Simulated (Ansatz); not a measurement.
`B[SiH2][GeH2][SiH3]` + `N[SiH3]` → `BN[SiH3]` + `[SiH3][GeH2][SiH3]` at 400 K and 1 bar (cleavage of the B–Si bond).

Calculated with Ansatz (gas phase, PBE0-D4/def2-TZVP geometries, no zero-point term in ΔE). CBS: MP2 limit from def2 TZ/QZ plus the TZ coupled-cluster correction, frozen cores. This one scheme is used for every species. For Ge outer-core shells are correlated without core-valence functions, which leaves a few kJ/mol of doubt a bond. Scalar relativity is left out up to krypton. One conformer a species, not always the lowest.

| species | CCSD(T)/CBS energy (Eh) | H − E (kJ/mol) | S (J/(mol·K)) |
| --- | --- | --- | --- |
| `B[SiH2][GeH2][SiH3]` | -2684.43718 | 247.6 | 459.4 |
| `N[SiH3]` | -346.80422 | 153.0 | 285.3 |
| `BN[SiH3]` | -372.22946 | 191.4 | 318.7 |
| `[SiH3][GeH2][SiH3]` | -2659.07062 | 207.3 | 400.1 |

H − E and S are ideal-gas, rigid-rotor, harmonic terms from PBE0-D4/def2-TZVP, for one conformer and one mirror image of each species. 1 Eh = 2625.50 kJ/mol, R = 8.31446 J/(mol·K).

**Question.** By hand: ΔE, ΔH, ΔS and ΔG.

**Answer.** ΔE = (-372.22946) + (-2659.07062) − (-2684.43718) − (-346.80422) = -0.05868 Eh = -154.1 kJ/mol. Δ(H − E) = 191.4 + 207.3 − 247.6 − 153.0 = -1.9, so ΔH = -156.0 kJ/mol. ΔS = 318.7 + 400.1 − 459.4 − 285.3 = -25.9 J/(mol·K). ΔG = -156.0 − 400 × (-25.9)/1000 = -145.6 kJ/mol.

**Question.** By hand: the equilibrium constant, and the temperature at which ΔG would vanish if ΔH and ΔS stayed fixed.

**Answer.** log₁₀ K = −ΔG/(RT ln 10) = 19.0. ΔG = 0 at ΔH/ΔS = 6023 K, far beyond where these terms or the molecules hold.

ΔH outweighs TΔS. A doubt of 5 kJ/mol in ΔE shifts log₁₀ K by 0.7 here. Other conformers and mirror images would add mixing entropy, several J/(mol·K) or more a flexible species. Modes under 60 cm⁻¹, often nearly free rotors, make the harmonic entropy too high. These are equilibria of isolated gas molecules and say nothing of rates. Largest T1 diagnostic: 0.013 (customary marks: 0.02 for closed shells, 0.045 for open ones).
